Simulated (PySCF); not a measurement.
# Deuteron quadrupole couplings in `[H]/N=C\[C@]1(CN)CC12CC2`

Compound: C7H12N2.
Z-matrix (Å and degrees, GFN2-xTB geometry), rows numbered from 1:
```
N 
C   1  1.2539
C   2  1.4831  1  128.93
C   3  1.5193  2  116.71  1   -12.41
N   4  1.4569  3  110.73  2    57.88
C   3  1.5278  2  116.90  1  -158.83
C   6  1.4729  3   59.75  2  -105.71
C   7  1.4789  3  137.27  6   131.22
C   7  1.4780  3  137.17  6  -130.97
H   1  1.0203  2  114.07  3    -1.03
H   2  1.0892  1  116.65  3   179.05
H   4  1.1036  3  108.45  2  -177.46
H   4  1.0966  3  109.25  2   -60.16
H   5  1.0140  4  110.44  3   178.07
H   5  1.0145  4  110.23  3    58.71
H   6  1.0810  3  117.79  7   108.89
H   6  1.0811  3  117.39  7  -109.19
H   8  1.0808  7  119.28  9  -107.16
H   8  1.0808  7  118.42  9   107.62
H   9  1.0804  7  118.47  8  -107.58
H   9  1.0802  7  118.60  8   107.55
```

Level: PBE0/pcSseg-1 (PySCF, non-relativistic); Q(2H) = 0.00286 b; rigid geometry, the same for H and D, with no vibrational averaging.

**Question.** Rank these positions by the coupling χzz of a deuteron there, largest first.
A. H11 (hydrogen on a C=N carbon)
B. H14 (N–H hydrogen)
C. H12 (methylene hydrogen)
D. H21 (methylene hydrogen)
E. H13 (methylene hydrogen)
F. H10 (N–H hydrogen)

**Answer.** B (269 kHz), F (243 kHz), D (221 kHz), A (206 kHz), E (195 kHz), C (188 kHz).

**Question.** Give the electric field gradient Vzz (the principal value of largest size), its asymmetry and the 2H coupling at each hydrogen.

**Answer.** 
| atom | bonded to | bond length (Å) | Vzz (au) | η | χzz (kHz) |
| --- | --- | --- | --- | --- | --- |
| H10 | N1 | 1.020 | 0.3618 | 0.04 | 243 |
| H11 | C2 | 1.089 | 0.3070 | 0.05 | 206 |
| H12 | C4 | 1.104 | 0.2794 | 0.05 | 188 |
| H13 | C4 | 1.097 | 0.2909 | 0.04 | 195 |
| H14 | N5 | 1.014 | 0.4006 | 0.16 | 269 |
| H15 | N5 | 1.014 | 0.3992 | 0.16 | 268 |
| H16 | C6 | 1.081 | 0.3279 | 0.07 | 220 |
| H17 | C6 | 1.081 | 0.3288 | 0.06 | 221 |
| H18 | C8 | 1.081 | 0.3314 | 0.07 | 223 |
| H19 | C8 | 1.081 | 0.3291 | 0.07 | 221 |
| H20 | C9 | 1.080 | 0.3297 | 0.07 | 222 |
| H21 | C9 | 1.080 | 0.3292 | 0.07 | 221 |

**Question.** Average by the element that carries the hydrogen.

**Answer.** on N: 260 kHz over 3 positions, mean bond length 1.016 Å; on C: 213 kHz over 9 positions, mean bond length 1.086 Å.

**Question.** How does χzz go with the bond length over the 9 C–H bonds?

**Answer.** A straight-line fit has a slope of -15.3 kHz for each 0.01 Å, with a correlation coefficient of -1.00, over lengths from 1.080 to 1.104 Å. The longer bonds have the smaller couplings here.

**Question.** Give the 2H NMR doublet splittings at H16 for a magnetic field along the z, y and x axes of the gradient: 3χ/2, 3χ(1 + η)/4, 3χ(1 − η)/4.

**Answer.** With |χ| = 220.3 kHz and η = 0.067: 330, 176 and 154 kHz, to first order and without motion.

One conformer (not necessarily the lowest) at the GFN2-xTB geometry, without solvent, vibrations or thermal averaging. GFN2-xTB bond lengths can be off by several hundredths of an ångström, more for odd bonds, and the gradients follow them. The basis is small and wasn't made for field gradients, so the couplings can be 20 % off.
